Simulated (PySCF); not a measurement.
Cl2HIOSi, SMILES I[Si](Cl)(Cl)O.

Geometry optimised at B3LYP-D3(BJ)/def2-SVP. This is a generated structure with no PubChem entry under its InChIKey; it may be hypothetical. The def2 effective core potentials stand for the cores of I; spin–orbit coupling is left out. The values are those of a single conformer.

All values below come from TDDFT-CAM-B3LYP/def2-SVPD in PySCF 2.14.0.

Vertical excitations. Gas-phase values at a fixed geometry. State labels are in the subgroup Cs.

Computed lowest excited states:
| state | symmetry | energy (eV) | λ (nm) | f | main pairs |
|---|---|---|---|---|---|
| S1 | A" | 5.38 | 231 | 0.007 | HOMO→LUMO 94 % |
| S2 | A' | 5.41 | 229 | 0.008 | HOMO−1→LUMO 93 % |
| S3 | A" | 7.12 | 174 | 0.008 | HOMO−2→LUMO 88 % |
| S4 | A" | 7.26 | 171 | 0.011 | HOMO→LUMO+1 51 %, HOMO→LUMO+2 24 % |
| S5 | A' | 7.29 | 170 | 0.054 | HOMO−3→LUMO 38 %, HOMO−1→LUMO+1 34 %, HOMO−1→LUMO+2 12 % |
| S6 | A' | 7.43 | 167 | 0.062 | HOMO−3→LUMO 33 %, HOMO→LUMO+4 23 %, HOMO−1→LUMO+1 14 %, HOMO−1→LUMO+2 10 % |
| S7 | A" | 7.45 | 167 | 0.000 | HOMO−4→LUMO 61 % |
| S8 | A" | 7.57 | 164 | 0.005 | HOMO−1→LUMO+4 46 %, HOMO−1→LUMO+5 25 %, HOMO→LUMO+3 8 % |
| S9 | A" | 7.64 | 162 | 0.051 | HOMO→LUMO+3 48 %, HOMO−4→LUMO 17 %, HOMO→LUMO+6 13 % |
| S10 | A' | 7.68 | 161 | 0.050 | HOMO−1→LUMO+3 46 %, HOMO→LUMO+4 11 %, HOMO−1→LUMO+6 10 %, HOMO−1→LUMO+1 9 % |
| T1 | A" | 4.87 | 254 | 0 | HOMO→LUMO 91 % |
| T2 | A' | 4.90 | 253 | 0 | HOMO−1→LUMO 91 % |
| T3 | A' | 6.36 | 195 | 0 | HOMO−3→LUMO 80 % |
| T4 | A" | 6.76 | 183 | 0 | HOMO−2→LUMO 82 % |
Triplets are in the Tamm–Dancoff approximation, which puts them higher than full response would, so one can lie above its singlet here.
